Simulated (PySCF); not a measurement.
SrH at B3LYP

Computed with B3LYP; basis Sr def2-SVP with ECP28, H def2-SVP; scalar-relativistic core potentials; PySCF 2.14.

* state: ²Σ⁺ (doublet), unpaired electrons σ ↑
* bond length: 2.163 Å
* harmonic wavenumber: 1173 cm⁻¹
* force constant: 0.808 mdyn/Å
* rotational constant Be: 3.617 cm⁻¹
* anharmonicity ωexe: 17.0 cm⁻¹
* vibration–rotation constant αe: 0.0815 cm⁻¹
* well depth De to Sr + H: 1.79 eV
* dissociation energy D0: 1.72 eV
* bond order (Mayer): 0.93
* dipole moment (positive dipole means Sr(−)H(+)): -3.29 D

Spin–orbit coupling is left out. The state is the lowest determinant that a PBE0 search found; another state may lie lower at other levels.
